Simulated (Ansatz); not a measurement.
Reaction (redistribution): `[OH][GeH2][C]#C[SiH3]` + `CO[SiH](O)Cl` → `[OH][GeH2][SiH](O)Cl` + `COC#C[SiH3]`

Calculated with Ansatz (gas phase, PBE0-D4/def2-TZVP geometries, no zero-point term in ΔE). CCSD(T)/CBS adds triple-zeta CCSD(T) − MP2 to the extrapolated MP2 energy (def2 sets, frozen cores). Functionals use def2-TZVPP. B3LYP here is the variant with VWN-RPA as its local correlation; programs differ in this. For Ge outer-core shells are correlated without core-valence functions, which leaves a few kJ/mol of doubt a bond. Scalar relativity is left out up to krypton. Each species was taken in one conformer, which may not be the lowest.

```
             level  ΔE (eV)  difference from CCSD(T)/CBS
           PBE0-D4     1.80                        -0.35
            B2PLYP     2.07                        -0.08
              PBE0     1.80                        -0.35
             B3LYP     1.93                        -0.22
SCS-MP2/def2-TZVPP     2.28                         0.13
   CCSD/def2-TZVPP     2.21                         0.06
    MP2/def2-QZVPP     2.25                         0.10
SCS-MP2/def2-QZVPP     2.28                         0.13
     MP2/CBS(def2)     2.23                         0.08
    CCSD/CBS(def2)     2.19                         0.04
       CCSD(T)/CBS     2.15                            0
```

Largest T1 diagnostic among the species: 0.013.

In def2-TZVPP, CCSD(T) changes the Hartree–Fock value by −0.14 eV (the triples alone add −0.03 eV) and MP2 by −0.06 eV. From PBE to PBE0 (25 % exact exchange), in def2-TZVPP and without D4, ΔE moves by +0.15 eV.
